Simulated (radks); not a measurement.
Values are calculated unless marked as measured or tabulated.
Effect of the nuclear size on the xenon ion Xe2+, [Kr] 4d10 5s2 5p4. Level of theory: Dirac Kohn-Sham, exchange-only LDA, spin-unpolarised, spherical densities, finite nucleus; open shells are shared between the two j in proportion to 2j + 1; Fermi nuclear charge, rms radius 4.7859 fm (a radial shooting solver on a logarithmic mesh with Libxc functionals). The rms radius is varied about that value; shifts are against it.

rms radius (fm)  total energy shift (eV)  density at nucleus (e/bohr^3)  1s1/2 shift (meV)  2s1/2 shift (meV)  4p1/2 shift (meV)  5s1/2 shift (meV)  5p1/2 shift (meV)  5p3/2 shift (meV)  6s1/2 (empty) shift (meV)
4.1159                             -1.73                      2.779e+05               -725              -85.6              0.278             -0.522              0.066              0.074                     -0.100
4.6232                            -0.441                      2.722e+05               -184              -21.8              0.071             -0.133              0.017              0.019                     -0.025
4.7859                                 0                      2.705e+05              0.000              0.000              0.000              0.000              0.000              0.000                      0.000
5.2023                              1.19                      2.665e+05                495               58.5             -0.190              0.357             -0.045             -0.050                      0.068
5.4033                              1.79                      2.647e+05                746               88.2             -0.286              0.538             -0.068             -0.076                      0.103

Slopes of the eigenvalues against <r^2> in GHz/fm^2, as finite differences over the two radii next to the reference (eigenvalue slopes, not the field-shift constants of lines): 1s1/2 28900, 2s1/2 3410, 4p1/2 -11.1, 5s1/2 20.8, 5p1/2 -2.63, 5p3/2 -2.94, 6s1/2 (empty) 3.97.
